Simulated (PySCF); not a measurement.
```xyz
4
charge -1 multiplicity 6, angstrom
Mn    0.0000    0.0000    0.0000
H     1.7676    0.0000    0.0000
H    -0.8838    1.5308    0.0000
H    -0.8838   -1.5308    0.0000
```

All numbers come from UPBE0 in PySCF with Mn def2-TZVPD, H def2-TZVPD; no relativity; density-fitted integrals.

This geometry of [MnH3]- is a stationary point at this level.

(1) What is the point group?

(2) Is it a minimum?

(3) List the harmonic modes with their infrared intensities.

(4) Give the ideal-gas entropy at 298.15 K and 1 bar by parts.

Results:

(1) D3h.

(2) Yes: all harmonic wavenumbers are real.

(3) 
```
symmetry  ω (cm⁻¹)  IR (km/mol, summed over degenerate members)     type
    a2''       475                                          573     bend
      e'       481                                          474     bend
      e'      1347                                         1778  stretch
     a1'      1399                                          0.0  stretch
```

(4) translation 159.5, rotation 55.9, vibration 9.2, spin 14.9; total 239.5 J/(mol K).

Only a few start shapes were tried, so a lower isomer may exist. Open d and f shells are described by one determinant, and the ground state may have another occupation or spin. The lowest empty level of this anion is unbound, so it and the gap depend on the basis.
